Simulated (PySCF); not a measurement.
Start geometry of `S(=O)(=O)(Cl)CCC` from GFN2-xTB (Å):
```
atom  x, y, z in Å
C1     1.5209    0.6606    0.4313
C2     0.7169    0.1033   -0.7371
C3    -0.2698   -0.9508   -0.2951
S4    -1.6888   -0.1698    0.5015
O5    -2.6597   -1.1630    0.8293
O6    -1.3160    0.7734    1.5042
Cl7   -2.4668    0.9075   -1.0496
H8     2.1103   -0.1251    0.8991
H9     0.8592    1.0910    1.1764
H10    2.2002    1.4335    0.0820
H11    0.1687    0.9091   -1.2288
H12    1.3975   -0.3308   -1.4745
H13    0.1336   -1.6268    0.4539
H14   -0.7068   -1.5124   -1.1146
```

Q: What comes out of this run: PBE0-D3(BJ)/def2-SVP geometry optimisation, gas phase in PySCF 2.14.0?

A: 
```
atom  x, y, z in Å
C1    -3.394    3.521   -1.172
C2    -4.171    2.796   -2.259
C3    -5.073    1.678   -1.767
S4    -6.545    2.193   -0.883
O5    -7.335    1.018   -0.584
O6    -6.229    3.173    0.134
Cl7   -7.539    3.219   -2.432
H8    -2.791    2.815   -0.578
H9    -4.064    4.052   -0.484
H10   -2.705    4.253   -1.618
H11   -4.777    3.502   -2.850
H12   -3.474    2.329   -2.974
H13   -4.579    1.022   -1.030
H14   -5.471    1.049   -2.576
```

The energy falls by 0.172 eV over 14 energy and gradient evaluations, the largest force component goes from 0.0245 to 3.9e-04 Eh/bohr, and the atoms move by 0.122 Å rms after alignment. The bond that changes most is S4–Cl7 (ends: sulfonyl sulfur; chlorine bonded to S), which lengthens by 0.065 Å. Bonds longer at the end by more than 0.005 Å: 11 of 13; shorter: 1. Among the angles that change most is C2–C3–S4, from 109.9° to 115.9°. Rotational constants go from 2608, 1456, 1244 to 2498, 1398, 1186 MHz. The orientation of the end geometry is arbitrary; only internal coordinates are fixed.

The run used 141 basis functions and 100 SCF cycles in all.

Whether it is a minimum is left open (no frequencies). The numbers are those of one conformer.
